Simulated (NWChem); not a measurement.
# C₂H₃F₂In; SMILES C=[CH][In]([F])[F]

```xyz
8

In    -0.0416     0.2510     0.0000
F     -1.0278     1.9360     0.0000
F      1.8801     0.6188     0.0000
C     -0.7931    -1.7231     0.0000
C      0.0372    -2.7700     0.0000
H     -1.8780    -1.8726     0.0000
H     -0.3459    -3.7983     0.0000
H      1.1272    -2.6639     0.0000
```
Atoms are numbered in this order, from 1.

All runs: NWChem. Coordinates come from a PBE0/def2-SVP optimisation. def2 effective core potentials on In; no spin-orbit coupling. Vertical excitations in the gas phase.

Question: What does the run give for Hartree-Fock/def2-SVP, TDHF? Quantities: lowest excitation, singlet (eV); oscillator strength of that lowest state; lowest state with f > 0.02, singlet (eV); oscillator strength of that bright state; orbital gap (eV).

Answer: 
```
Item                                      Value
----------------------------------------  -----
lowest excitation, singlet (eV)            6.86
oscillator strength of that lowest state  0.039
lowest state with f > 0.02, singlet (eV)   6.86
oscillator strength of that bright state  0.039
orbital gap (eV)                          12.48
```
